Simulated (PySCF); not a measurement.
# Two-component Hartree-Fock for Er⁶¹⁺ (erbium, charge +61)

Start: [He] 2s2 2p3; 2p1/2 filled at m_j = -1/2, +1/2; 2p3/2 filled at m_j = +3/2. Calculated with PySCF 2.14 in an uncontracted even-tempered set (17 s from 44 bohr⁻², ratio 2.4; 13 p from 57 bohr⁻², ratio 2.4; 5 d from 190 bohr⁻², ratio 2.6; 4 f from 280 bohr⁻², ratio 2.6): generalised Hartree-Fock with the X2C-1e Hamiltonian and a Gaussian nucleus; one run each with spin-orbit coupling (SO) switched off, then screened by Boettger's factors.

| spinor shell | electrons | ε, spin-free (eV) | ε, screened SO (eV) | weight of nominal j (screened SO) | rms radius, screened SO (bohr) |
| --- | --- | --- | --- | --- | --- |
| 1s1/2 | 2 | -63857.2 | -63815.9 | 1.000 | 0.0231 |
| 2s1/2 | 2 | -15139.9 | -15127.5 | 1.000 | 0.0904 |
| 2p1/2 | 2 | -14204.0 | -14844.9 | 1.000 | 0.0766 |
| 2p3/2 | 1 | -14204.0 | -13868.6 | 1.000 | 0.0827 |

```json
{"quantity": "E (hartree)", "spin-free": "-7685.88760", "screened SO": "-7724.05651"}
{"quantity": "M_J", "spin-free": "3/2", "screened SO": "3/2"}
{"quantity": "⟨J²⟩", "spin-free": "3.750", "screened SO": "3.750"}
{"quantity": "⟨L²⟩", "spin-free": "0.000", "screened SO": "2.580"}
{"quantity": "⟨S²⟩", "spin-free": "3.750", "screened SO": "1.469"}
```

Each row is a mean over spinors that exchange with the open shell spreads, by up to 61.861 eV (2s1/2).

Breit and QED terms are absent; they matter most for the inner s and p1/2 levels.

Densities and radii are taken from the X2C orbitals without a picture-change correction, which distorts them close to the nucleus.

Without spin-orbit coupling the j labels of p, d and f shells carry no meaning; the spin-free column gives the mean over the occupied spinors of each nl shell.
